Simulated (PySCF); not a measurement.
A GIAO shielding run with PySCF 2.14 (density fitting, non-relativistic, gas phase) on SMILES C1N(C)[Si@](N)(CCC#N)C1, C6H13N3Si:

```
$ OMP_NUM_THREADS=1 python probes_run.py task.json out

{"job": {"kind": "nmr", "xc": "PBE0", "basis": "pcSseg-1"}, "charge": 0, "multiplicity": 1}
C     -2.041073     1.339178    -0.330197
N     -1.278734     0.139402    -0.142862
C     -1.704056    -1.118909    -0.732323
C     -0.583311    -1.990969    -0.158377
Si     0.022976    -0.465452     0.818398
N     -0.023207    -0.667028     2.526985
C      1.672736     0.418830     0.476481
C      1.897111     0.662253    -1.017420
C      3.100295     1.420031    -1.235617
N      4.059108     2.027138    -1.379884
H     -1.523163     2.172317     0.140463
H     -3.041908     1.254874     0.111548
H     -2.161075     1.554466    -1.398000
H     -2.701927    -1.416328    -0.390033
H     -1.717326    -1.068861    -1.826142
H     -0.946833    -2.817487     0.441083
H      0.072834    -2.392939    -0.922471
H     -0.799623    -1.111386     2.987188
H      0.474728    -0.056655     3.150913
H      1.680065     1.375377     0.998774
H      2.501353    -0.159949     0.879819
H      1.054970     1.217500    -1.438396
H      1.981309    -0.288421    -1.549849
```

Hardware: 1 thread of an Arm Neoverse N1, shared host. The job also computes population analyses, field gradients, ring-centre shieldings.

Q: How large is the calculation?

A: 84 electrons, 242 basis functions and 1261 auxiliary functions.

Q: How long does it take, and how much memory does it need?

A: 96 s of wall time, with 14 SCF cycles and 5 response iterations; peak memory 1 GiB. Times on a shared host scatter by some tens of per cent.
